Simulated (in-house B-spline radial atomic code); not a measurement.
Whole-atom quantities along the 52-electron series, configuration [Kr] 4d10 5s2 5p4. Breit and QED terms are first order and not part of the total energy; the density at the nucleus is averaged over the nuclear charge. Computed with a radial B-spline atomic code at the basis-set limit: Dirac-Hartree-Fock, average of the configuration, finite nuclei.

```csv
ion,Z,E/Z² (Eh),Σ<r²> (bohr²),n(0)/Z³ (bohr⁻³),Lamb diamagnetic shielding (ppm),repulsion over attraction,Breit energy (eV),self-energy (eV),vacuum polarisation (eV),Dirac less non-relativistic energy (Eh)
Te,52,-2.5125,62.588,1.551,5634.67,0.15315,136.44,104.43,-13.726,-181.94
I+,53,-2.5331,50.855,1.5977,5786.68,0.15167,145.69,111.76,-14.909,-197.82
Xe2+,54,-2.5534,43.284,1.6448,5939.07,0.15008,155.37,119.47,-16.174,-214.76
Cs3+,55,?,?,?,?,?,?,?,?,?
Ba4+,56,-2.5931,33.567,1.7469,6245.76,0.14673,176.1,136.11,-18.971,-252.07
La5+,57,?,?,?,?,?,?,?,?,?
Ce6+,58,-2.6318,27.361,1.8594,6555.7,0.14328,198.72,154.47,-22.16,-294.31
```

**Question.** Fill in the row of Cs3+.

**Answer.** E/Z² (Eh): -2.5734; Σ<r²> (bohr²): 37.8; n(0)/Z³ (bohr⁻³): 1.6952; Lamb diamagnetic shielding (ppm): 6092.05; repulsion over attraction: 0.14843; Breit energy (eV): 165.51; self-energy (eV): 127.59; vacuum polarisation (eV): -17.526; Dirac less non-relativistic energy (Eh): -232.82.

**Question.** Fill in the row of La5+.

**Answer.** E/Z² (Eh): -2.6126; Σ<r²> (bohr²): 30.168; n(0)/Z³ (bohr⁻³): 1.802; Lamb diamagnetic shielding (ppm): 6400.28; repulsion over attraction: 0.14501; Breit energy (eV): 187.17; self-energy (eV): 145.07; vacuum polarisation (eV): -20.514; Dirac less non-relativistic energy (Eh): -272.55.

**Question.** With what power of Z does the column «self-energy (eV)» change over this range?

**Answer.** A fit of the logarithm of its size against log Z from Z = 52 to 58 has slope 3.59. One-loop self-energy scales as Z⁴F(Zα), with F falling from low Z to about Z = 90.
